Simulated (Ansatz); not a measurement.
Computed with Ansatz on PBE0-D4/def2-TZVP structures; ΔE is electronic, products minus reactants. CBS: MP2 limit from def2 TZ/QZ plus the TZ coupled-cluster correction, frozen cores. This one scheme is used for every species. Functionals use def2-TZVPP. def2 core potentials past Kr. For Ge, Te outer-core shells are correlated without core-valence functions, which leaves a few kJ/mol of doubt a bond. Scalar relativity is left out up to krypton. Each species was taken in one conformer, which may not be the lowest.

Reaction (ligand exchange at a Ge–Te bond): `[OH][GeH2][TeH]` + `N[SiH](O)F` → `[OH][GeH2][NH][SiH](O)F` + H₂Te

```csv
level,ΔE (kJ/mol)
ωB97X-V,29.5
CCSD/def2-TZVPP,25.4
```

(1) What does CCSD(T)/CBS give? (Estimate.)

Largest T1 diagnostic among the species: 0.012.

## Answers

(1) Computed: +33.3 kJ/mol. The listed levels differ from it by -3.8, -7.9 kJ/mol.

In def2-TZVPP, CCSD(T) changes the Hartree–Fock value by −10.7 kJ/mol (the triples alone add −0.9 kJ/mol) and MP2 by −4.1 kJ/mol. The D4 term adds −6.5 kJ/mol with B3LYP and −3.7 kJ/mol with PBE0; it sums over pairs of atoms, weighted by their polarisabilities, and B3LYP, whose exchange is more repulsive, gets the larger term.

B3LYP here is the variant with VWN-RPA as its local correlation; programs differ in this.
